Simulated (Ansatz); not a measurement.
Start from `N[SiH]([GaH2])BF` and change one atom or group to get `N[SiH]([GaH2])[TeH]`.

Ansatz, PBE0-D4/def2-TZVP geometries, multiplicity 1. Each molecule was computed in one conformer, which needn't be the lowest. `N[SiH]([GaH2])[TeH]` holds a close contact that its SMILES doesn't draw: Te···Ga 2.88 Å.

Elements past krypton have def2 core potentials. Scalar relativity is left out up to krypton. Spin–orbit coupling is left out; it splits and shifts lone-pair levels of the heavy atoms by tenths of an eV.

| property | `N[SiH]([GaH2])BF` |
| --- | --- |
| HOMO energy (PBE0/def2-TZVPP) / eV | -7.09 |
| size of the dipole moment (B3LYP/def2-TZVPP) / D | 1.49 |
| zero-point energy (PBE0-D4/def2-TZVP) / kJ/mol | 166.4 |
| HOMO–LUMO gap (PBE0/def2-TZVPP) / eV | 4.95 |
| LUMO energy (PBE/def2-TZVPP) / eV | -2.94 |
| LUMO energy (B3LYP/def2-TZVPP) / eV | -2.38 |

Q: What does the change do to each property? (Best estimate.)

A: Ansatz gave: 
```tsv
property	`N[SiH]([GaH2])[TeH]`	shift
HOMO energy (PBE0/def2-TZVPP) / eV	-6.54	0.55
size of the dipole moment (B3LYP/def2-TZVPP) / D	2.54	1.05
zero-point energy (PBE0-D4/def2-TZVP) / kJ/mol	148.3	-18.1
HOMO–LUMO gap (PBE0/def2-TZVPP) / eV	5.65	0.70
LUMO energy (PBE/def2-TZVPP) / eV	-1.63	1.31
LUMO energy (B3LYP/def2-TZVPP) / eV	-1.08	1.30
```

With PBE0 the HOMO rises by 0.55 eV and the LUMO rises by 1.26 eV, so the gap widens by about 0.71 eV. PBE moves the HOMO by 0.28 eV and ωB97M-V by 0.70 eV. The zero-point energy changes by -18.1 kJ/mol with -3 modes. Dipoles are sizes alone; their direction can turn.

Positive LUMOs are unbound, so they and the gaps depend on the basis.

B3LYP here is the variant with VWN-RPA as its local correlation; programs differ in this.
